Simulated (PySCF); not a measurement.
**Low-lying terms of Br(7+) (bromine, charge +7)**

Ground state [Ar] 3d10, ¹S. Calculation: PySCF 2.14, in aug-cc-pVTZ-PP with one added diffuse shell each of s, d, f type with ECP10MDF (7s5p5d3f, 68 functions); a scalar-relativistic core potential. Vertical excitation energies in eV without spin-orbit coupling; excited terms of each kind are numbered among those the solver found. Frozen: 3s2 3p6.

```
 term  leading excitation  EOM-EE-CCSD
 1 3D              3d → s       70.427
 1 1D              3d → s       71.376
1 3P°              3d → p       87.458
1 3F°              3d → p       88.213
1 1F°              3d → p       88.854
1 1D°              3d → p       89.566
1 3D°              3d → p       89.568
1 1P°              3d → p       90.087
 1 3G              3d → d       115.44
 1 1P              3d → d       115.49
 1 1G              3d → d       115.69
 2 3D              3d → d       115.83
 1 1F              3d → d       116.30
```

The solver can miss terms.
